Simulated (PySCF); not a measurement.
## Two-component Hartree-Fock for Au⁷⁵⁺ (gold, charge +75)

Start: [He] 2s2. Calculated with PySCF 2.14 in an even-tempered Gaussian basis (16 s from 16 bohr⁻², ratio 2.6; 13 p from 21 bohr⁻², ratio 2.6; 7 d from 21 bohr⁻², ratio 2.8; 4 f from 400 bohr⁻², ratio 2.8): generalised Hartree-Fock with the X2C-1e Hamiltonian and a Gaussian nucleus; spin-orbit coupling (SO) screened by Boettger's factors.

```
spinor shell  electrons  ε, screened SO (eV)  weight of nominal j (screened SO)  rms radius, screened SO (bohr)
       1s1/2          2             -90761.3                              1.000                          0.0189
       2s1/2          2             -22532.8                              1.000                          0.0737
```

```json
{"quantity": "E (hartree)", "screened SO": "-8474.48976"}
{"quantity": "M_J", "screened SO": "0"}
{"quantity": "⟨J²⟩", "screened SO": "0.000"}
{"quantity": "⟨L²⟩", "screened SO": "0.000"}
{"quantity": "⟨S²⟩", "screened SO": "0.000"}
```

Breit and QED terms are absent; they matter most for the inner s and p1/2 levels.

Densities and radii are taken from the X2C orbitals without a picture-change correction, which distorts them close to the nucleus.
